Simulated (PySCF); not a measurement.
**Shapes and spin states of FeH₂⁺**

All numbers come from PBE0 in PySCF with Fe def2-TZVP, H def2-TZVP; no relativity; density-fitted integrals.

Relaxations began from a few typed shapes and spin states; open shells are unrestricted. The search is not exhaustive: other isomers or separated fragments can lie lower, and high-lying points may rest on an excited occupation.

| spin | group | bonds | angles | imaginary modes (cm⁻¹) | ΔE (kJ/mol) | ΔE with ZPE (kJ/mol) |
| --- | --- | --- | --- | --- | --- | --- |
| quartet | C2v | Fe–H 1.754 Å (×2), H–H 0.804 Å | Fe–H–H 76.8° (×2), H–Fe–H 26.5° | none | 0.0 | 0.0 |
| quartet | C2v | Fe–H 1.754 Å (×2), H–H 0.813 Å | Fe–H–H 76.6° (×2), H–Fe–H 26.8° | none | 23.2 | 22.9 |
| sextet | C2v | H–H 0.760 Å |  | none | 57.7 | 53.9 |
| broken-symmetry Ms = 1/2 (⟨S²⟩ 1.68) | C2v | Fe–H 1.684 Å (×2), H–H 0.817 Å | Fe–H–H 76.0° (×2), H–Fe–H 28.1° | none | 110.1 | 111.2 |
| broken-symmetry Ms = 1/2 (⟨S²⟩ 1.75) | C2v | Fe–H 1.749 Å (×2), H–H 0.810 Å | Fe–H–H 76.6° (×2), H–Fe–H 26.8° | none | 127.3 | 127.3 |
| sextet | C2v | Fe–H 1.606 Å (×2) | H–Fe–H 134.5° | none | 200.6 | 190.6 |
| broken-symmetry Ms = 3/2 (⟨S²⟩ 4.83) | D∞h | Fe–H 1.714 Å (×2) | H–Fe–H 180.0° | 475i | 242.0 | – |
| broken-symmetry Ms = 1/2 (⟨S²⟩ 2.46) | D∞h | Fe–H 1.676 Å (×2) | H–Fe–H 180.0° | 347i, 339i | 339.6 | – |

The lowest minimum found is the quartet C2v: Fe–H 1.754 Å (×2), H–H 0.804 Å; Fe–H–H 76.8° (×2), H–Fe–H 26.5°.

For the lowest minimum: the spin densities have lower symmetry than the nuclear frame. With open d or f shells other occupations or spin states may lie lower.

The electron or spin density has lower symmetry than the nuclear frame for the broken-symmetry Ms = 3/2 (⟨S²⟩ 4.83) D∞h at 242.0 kJ/mol, broken-symmetry Ms = 1/2 (⟨S²⟩ 2.46) D∞h at 339.6 kJ/mol.
